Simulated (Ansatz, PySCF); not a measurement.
Here is a job for PySCF.
```python
from pyscf import gto, scf, dft

mol = gto.M(
    atom='''
O     1.43759940   -0.31893974    1.17113549
S     0.92357543   -0.03591358   -0.15049648
O     1.20167442    1.28840781   -0.66027026
O     1.03510126   -1.11234754   -1.10960410
C    -0.92892797    0.03612172    0.15136868
F    -1.26275110    0.99198614    1.03329425
F    -1.40924817   -1.11942013    0.63811600
F    -1.61673848    0.29420318   -0.97256107
''',
    basis='def2-svp',
    charge=-1,
    verbose=4,
)

mf = dft.RKS(mol)
mf.xc = 'camb3lyp'
mf.grids.atom_grid = (99, 590)
mf.grids.prune = None
mf.kernel()
```

Write the same job for Ansatz (a quantum-chemistry and plane-wave program).

Several could match; the one computed here: 
Ansatz 0.2 input:
```yaml
crystal:
  periodic: [false, false, false]
  atoms:
    - {symbol: O, position_ang: [1.43759940, -0.31893974, 1.17113549]}
    - {symbol: S, position_ang: [0.92357543, -0.03591358, -0.15049648]}
    - {symbol: O, position_ang: [1.20167442, 1.28840781, -0.66027026]}
    - {symbol: O, position_ang: [1.03510126, -1.11234754, -1.10960410]}
    - {symbol: C, position_ang: [-0.92892797, 0.03612172, 0.15136868]}
    - {symbol: F, position_ang: [-1.26275110, 0.99198614, 1.03329425]}
    - {symbol: F, position_ang: [-1.40924817, -1.11942013, 0.63811600]}
    - {symbol: F, position_ang: [-1.61673848, 0.29420318, -0.97256107]}
basis:
  gaussian:
    orbitals: def2-SVP
hamiltonian:
  xc: cam_b3lyp
total_charge: -1
accuracy: high
```

Both were run: PySCF gave -960.799447 Eh and Ansatz -960.799447 Eh, 0.000 mEh apart.
